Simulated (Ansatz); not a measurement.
C₂H₄BFOSe (`BCOC(F)=[Se]`), relaxed with RKS PBE0-D4/def2-TZVP in the Gaussian-basis code of Ansatz from a PBE-D4/def2-SVP geometry. The force threshold is 0.005 eV/Å; the program also tests the step.

The species carries charge 0 and has multiplicity 1.

Start:

```xyz
10

B    -0.602    1.703   -0.512
C     0.184    0.378   -0.324
O    -0.367   -0.472    0.705
C     0.142   -1.678    0.878
F    -0.519   -2.253    1.877
Se    1.464   -2.496   -0.003
H    -0.176    2.485   -1.337
H    -1.608    1.955    0.117
H     0.219   -0.187   -1.290
H     1.264    0.565   -0.110
```

| step | energy (eV) | largest force (eV/Å) | largest move (Å) |
| --- | --- | --- | --- |
| 1 | -72914.7851 | 0.660 | 0.000 |
| 2 | -72914.8275 | 0.293 | 0.026 |
| 3 | -72914.8287 | 0.270 | 0.019 |
| 4 | -72914.8313 | 0.079 | 0.024 |
| 5 | -72914.8322 | 0.037 | 0.006 |
| 6 | -72914.8322 | 0.021 | 0.001 |
| 7 | -72914.8322 | 0.012 | 0.004 |
| 8 | -72914.8323 | 0.022 | 0.004 |
| 9 | -72914.8323 | 0.032 | 0.013 |
| 10 | -72914.8323 | 0.021 | 0.013 |
| 11 | -72914.8324 | 0.015 | 0.018 |
| 12 | -72914.8324 | 0.016 | 0.016 |
| 13 | -72914.8324 | 0.028 | 0.027 |
| 14 | -72914.8325 | 0.020 | 0.004 |
| 15 (rejected) | -72914.8324 | 0.030 | 0.005 |
| 16 | -72914.8325 | 0.008 | 0.003 |
| 17 | -72914.8325 | 0.008 | 0.019 |
| 18 (rejected) | -72914.8325 | 0.011 | 0.007 |
| 19 | -72914.8325 | 0.003 | 0.003 |

End:

```xyz
10

B    -0.590    1.699   -0.498
C     0.163    0.356   -0.355
O    -0.398   -0.492    0.659
C     0.143   -1.655    0.869
F    -0.533   -2.243    1.832
Se    1.528   -2.430    0.082
H    -0.178    2.460   -1.321
H    -1.536    1.974    0.172
H     0.175   -0.190   -1.309
H     1.227    0.521   -0.132
```

It took 110 s on 4 threads of an Arm Neoverse V1 on a shared host, with 0.69 GiB of host memory at the peak.
